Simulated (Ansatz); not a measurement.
Geometry optimisation, RKS B3LYP-D4/def2-SVPD in Ansatz.

Input:

```yaml
crystal:
  periodic: [false, false, false]
  atoms:
    - { symbol: Ge, position_ang: [-0.171324, -0.12768, 0.012973] }
    - { symbol: O, position_ang: [-0.231482, -0.026169, 1.788444] }
    - { symbol: H, position_ang: [-0.533436, -0.835868, 2.222951] }
    - { symbol: Cl, position_ang: [1.885072, -0.538598, -0.615537] }
    - { symbol: H, position_ang: [-0.570832, 1.221306, -0.581695] }
    - { symbol: H, position_ang: [-1.010877, -1.330908, -0.443833] }
    - { symbol: H, position_ang: [1.149663, 2.104581, 0.949828] }
    - { symbol: H, position_ang: [0.929717, 1.849636, 1.582069] }
basis:
  gaussian: { orbitals: def2-SVPD }
hamiltonian:
  xc: b3lyp
  dispersion: d4
relax:
  f_tol: 0.03
  max_steps: 50
output:
  orbitals: {}
```

Run as:

```bash
$ ansatz run input.yaml --threads 4 --pin off --max-ram 5120MiB --backend cpu --events-out ev --progress --plain --runs-dir out
```

Problem. Where does it end, and by what steps?

Solution. The forces met the threshold. After 10 steps the energy has fallen by 0.160 eV; H7 moved furthest, 0.68 Å.

```json
{"step": "0", "energy less start (eV)": "0.0000", "largest force component (eV/Å)": "1.470", "accepted": "yes"}
{"step": "1", "energy less start (eV)": "-0.1004", "largest force component (eV/Å)": "0.140", "accepted": "yes"}
{"step": "2", "energy less start (eV)": "-0.1336", "largest force component (eV/Å)": "0.235", "accepted": "yes"}
{"step": "3", "energy less start (eV)": "-0.1504", "largest force component (eV/Å)": "0.381", "accepted": "yes"}
{"step": "4", "energy less start (eV)": "-0.1023", "largest force component (eV/Å)": "0.957", "accepted": "no"}
{"step": "5", "energy less start (eV)": "-0.1548", "largest force component (eV/Å)": "0.170", "accepted": "yes"}
{"step": "6", "energy less start (eV)": "-0.1589", "largest force component (eV/Å)": "0.039", "accepted": "yes"}
{"step": "7", "energy less start (eV)": "-0.1594", "largest force component (eV/Å)": "0.055", "accepted": "yes"}
{"step": "8", "energy less start (eV)": "-0.1592", "largest force component (eV/Å)": "0.125", "accepted": "no"}
{"step": "9", "energy less start (eV)": "-0.1595", "largest force component (eV/Å)": "0.031", "accepted": "yes"}
{"step": "10", "energy less start (eV)": "-0.1596", "largest force component (eV/Å)": "0.026", "accepted": "yes"}
```

```xyz
8
Properties=species:S:1:pos:R:3
Ge -0.312 -0.289 -0.079
O -0.476 -0.107 1.689
H -0.246 -0.889 2.208
Cl 1.776 -0.770 -0.547
H -0.637 1.088 -0.653
H -1.143 -1.469 -0.600
H 1.421 2.646 1.250
H 1.063 2.106 1.648
```

Whether the end is a true minimum wasn't checked by a vibrational analysis.

The run took 23 s on 4 threads of Arm Neoverse V1 (shared host), peak memory 0.32 GiB.
